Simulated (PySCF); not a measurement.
**Excitation energy of Ti+ by level of theory**

Ti+ [Ar] 3d2 4s1 (4F) → Ti+ [Ar] 3d1 4s1 4p1 (high-spin determinant), as a difference of total energies. Calculation: PySCF 2.14, in aug-cc-pwCVTZ; no relativity, point nucleus. Correlated levels: valence: [Ar] frozen; valence and next inner shell: [Ne] frozen; nothing frozen. The calculations carry no spin-orbit coupling.

| method | excitation energy (cm⁻¹) |
| --- | --- |
| UHF | 49357 |
| PBE | 56992 |
| PBE0 | 55835 |
| r2SCAN | 58158 |
| wB97X-V | 54726 |
| wB97M-V | 56174 |
| BP86 | 57087 |
| MP2 (valence) | 50215 |
| SCS-MP2 (valence) | 49643 |
| SCS-MP2 (valence and next inner shell) | 52137 |
| MP2 (all electrons) | 52678 |
| SCS-MP2 (all electrons) | 52192 |

Problem. Estimate what LDA gives.

Solution. 57603 cm⁻¹, closest to BP86 among the rows shown.

Problem. Estimate what MP2 (valence and next inner shell) gives.

Solution. 52573 cm⁻¹, closest to MP2 (all electrons) among the rows shown.

A first-order spin-orbit estimate (lowest level to lowest level, LS coupling) adds -0.012 eV.

The determinant of the upper state mixes LS terms, which raises its energy above the lowest term, most at the Hartree-Fock and MP2 levels.
